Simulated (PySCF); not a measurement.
**Ionisation energy of N²⁺ by level of theory**

N²⁺ [He] 2s2 2p1 (2P) → N³⁺ [He] 2s2 (1S), as a difference of total energies. Calculation: PySCF 2.14, in aug-cc-pwCVDZ; no relativity, point nucleus. Correlated levels: valence: 1s2 frozen. The calculations carry no spin-orbit coupling.

| method | ionisation energy (eV) | plus first-order spin-orbit estimate | difference from reference of that sum (eV) |
| --- | --- | --- | --- |
| UHF | 47.154 | 47.168 | -0.277 |
| MP2 (valence) | 47.178 | 47.191 | -0.254 |
| SCS-MP2 (valence) | 47.115 | 47.128 | -0.317 |
| CCSD (valence) | 46.919 | 46.932 | -0.513 |
| CCSD(T) (valence) | 46.936 | 46.949 | -0.496 |
| CCSDT (valence) | 46.940 | 46.953 | -0.492 |
| FCI (valence) | 46.940 | 46.953 | -0.492 |

Reference: 47.445 eV (semi-empirical (NIST evaluation); NIST Atomic Spectra Database, ionization energies).

A first-order spin-orbit estimate (lowest level to lowest level, LS coupling) adds 0.013 eV.

Errors of the correlated levels include the incompleteness of this basis and the frozen core.

The coupled-cluster amplitudes are large for N³⁺ (T1 above 0.03 or a double amplitude above 0.15), so a single reference is strained.
